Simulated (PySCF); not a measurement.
Two species compared at the same levels of theory.

First species: C₅H₇ClSSi.
SMILES: `CSC1=CC=C[Si@H]1Cl`

Second species: C₅H₇ClSSi.
Atom-mapped SMILES: `[CH3:1][S:2][C:3]1=[CH:4][CH:5]=[C:6]([Cl:7])[SiH2:8]1` (hydrogens: H9, H10, H11 on C1; H12 on C4; H13 on C5; H14, H15 on Si8)

Structure used (GFN2-xTB), in Å, numbered top down from 1:
```xyz
15
C5H7ClSSi angstrom
C      2.748   -0.088    0.033
S      1.679   -0.125   -1.434
C      0.098   -0.048   -0.708
C     -1.036   -0.094   -1.440
C     -2.278   -0.006   -0.708
C     -2.157    0.113    0.625
Cl    -3.506    0.233    1.686
Si    -0.339    0.127    1.133
H      2.548    0.811    0.607
H      2.571   -0.973    0.637
H      3.771   -0.081   -0.330
H     -1.050   -0.189   -2.515
H     -3.220   -0.037   -1.233
H      0.064   -1.033    1.925
H      0.102    1.398    1.702
```

Levels: PBE0/def2-SVPD for dipole moment, HOMO energy, LUMO energy, HOMO–LUMO gap, static isotropic polarisability and electronic spatial extent ⟨r²⟩ about the centre of nuclear charge; TDDFT PBE0/def2-SVPD for lowest singlet excitation; TDA PBE0/def2-SVPD for lowest triplet excitation (Tamm–Dancoff); GFN2-xTB for rotational constant A and rotational constant C. Geometries: GFN2-xTB. All species are isolated and taken at one optimised geometry, non-relativistic unless stated; the electronic structure was computed with PySCF and density fitting.

Dipoles, sizes and rotational constants follow the conformer. The torsions of the flexible species, by atom-mapped SMILES:
- `[CH3:1][S:2][C:3]1=[CH:4][CH:5]=[CH:6][Si@H:7]1[Cl:8]`: C1–S2–C3–C4 -1°
- `[CH3:1][S:2][C:3]1=[CH:4][CH:5]=[C:6]([Cl:7])[SiH2:8]1`: C1–S2–C3–C4 -178°

**Question.** Which has the higher rotational constant C?

**Answer.** The first: 0.641 GHz against 0.518 GHz, a difference of 0.123 GHz.

**Question.** Which has the higher static isotropic polarisability?

**Answer.** The second: 124.8 au against 119.3 au, a difference of 5.5 au.

**Question.** Which has the higher rotational constant A?

**Answer.** The second: 3.365 GHz against 1.769 GHz, a difference of 1.596 GHz.

**Question.** Which has the higher dipole moment?

**Answer.** The first: 2.58 D against 2.05 D, a difference of 0.53 D.

**Question.** Which has the higher ⟨r²⟩?

**Answer.** The second: 2005 bohr² against 1746 bohr², a difference of 259 bohr².

**Question.** Which of the two has the higher S1 energy, and by how much?

**Answer.** The first: 3.33 eV against 3.24 eV, a difference of 0.09 eV.

**Question.** Which has the higher T1 energy?

**Answer.** The first: 2.02 eV against 1.91 eV, a difference of 0.11 eV.

**Question.** Which has the higher HOMO–LUMO gap?

**Answer.** The first: 4.10 eV against 3.97 eV, a difference of 0.13 eV.

On the first: A dipole of 2.58 D is allowed in C1, and pure rotational transitions are dipole-allowed. The vertical singlet–triplet gap S1 − T1 is 1.31 eV (TDDFT singlet less Tamm–Dancoff triplet; S1: HOMO→LUMO, weight 0.98; T1: HOMO→LUMO, weight 0.94).

On the second: The vertical singlet–triplet gap S1 − T1 is 1.33 eV (TDDFT singlet less Tamm–Dancoff triplet; S1: HOMO→LUMO, weight 0.98; T1: HOMO→LUMO, weight 0.95). In wavenumbers S1 is 26200 cm⁻¹ (1 eV = 8065.54 cm⁻¹).
